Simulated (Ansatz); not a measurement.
A structure relaxed at PBE-D4/def2-SVP in Ansatz, charge 0, singlet:

```xyz
18

Mg   -0.6205   -2.7083   -0.3439
Mg    1.6958    0.4118    0.8476
Mg    2.5784   -2.3789   -0.5231
Mg   -1.5988    2.7575   -0.1772
Mg   -1.6836    0.0107   -2.1648
Mg    1.0162    2.1867   -1.9513
Mg   -0.7185    1.6296    2.5329
Mg   -2.8263   -0.5763    0.9656
Mg    3.6179    1.1663   -1.6582
Se   -1.5009    2.5079   -2.6727
Se    0.7897    2.9285    0.8635
Se    0.5602   -0.5100    3.0845
Se    1.2113   -4.3844   -0.4798
Se    4.0769   -0.4684    0.3160
Se   -1.1603   -2.0232    2.2953
Se   -3.0524   -1.8647   -1.1917
Se   -3.0994    1.8528    1.6791
Se    0.7142   -0.5374   -1.4219
```

Question: Give its formula.

Answer: Mg9Se9.

Question: Summarise the bond lengths by kind (pairs closer than 1.2 times the sum of covalent radii, bridged metal pairs left out).

Answer: 27 × Mg–Se 2.43 to 2.92 Å; 1 × Se–Se 2.42 Å; 1 × Mg–Mg 2.81 Å.

Single mean-field runs in def2-SVP are fitted with def2-universal-jkfit. Another isomer (singlet) lies 2.12 eV lower at PBE0-D4/def2-TZVP; other spin states weren't run for this one.
